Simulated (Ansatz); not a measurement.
Consider the formal exchange of groups at the Sn–C bond: `C[C](=O)[SnH3]` + `O=C[SiH](O)Cl` → `O=C[SiH](O)[SnH3]` + `CC(=O)Cl`.

Calculated with Ansatz (gas phase, PBE0-D4/def2-TZVP geometries, no zero-point term in ΔE). CBS: MP2 limit from def2 TZ/QZ plus the TZ coupled-cluster correction, frozen cores. DFT in def2-TZVPP. B3LYP here is the variant with VWN-RPA as its local correlation; programs differ in this. Elements past krypton have def2 core potentials. For Sn outer-core shells are correlated without core-valence functions, which leaves a few kJ/mol of doubt a bond. Each species was taken in one conformer, which may not be the lowest.

Task: Is it downhill or uphill in electronic energy at CCSD(T)/CBS, and by how much? (Estimate.)

Result: Ansatz gave: Uphill: ΔE = +82.1 kJ/mol.

Task: What do these levels give: r2SCAN-D4, PBE0-D4, ωB97M-V, B2PLYP, r2SCAN, B3LYP, CCSD(T)/def2-TZVPP, HF/def2-QZVPP, MP2/def2-QZVPP, HF/CBS(def2), MP2/CBS(def2), CCSD/CBS(def2)? (An estimate is asked.)

Result: Computed: r2SCAN-D4 67.3, PBE0-D4 66.2, ωB97M-V 82.0, B2PLYP 77.9, r2SCAN 67.3, B3LYP 72.9, CCSD(T)/def2-TZVPP 82.1, HF/def2-QZVPP 92.8, MP2/def2-QZVPP 82.6, HF/CBS(def2) 92.9, MP2/CBS(def2) 82.4, CCSD/CBS(def2) 84.9 kJ/mol.

Largest T1 diagnostic among the species: 0.015.

In def2-TZVPP, CCSD(T) changes the Hartree–Fock value by −10.3 kJ/mol (the triples alone add −2.8 kJ/mol) and MP2 by −9.9 kJ/mol. From PBE to PBE0 (25 % exact exchange), in def2-TZVPP and without D4, ΔE moves by +8.1 kJ/mol.
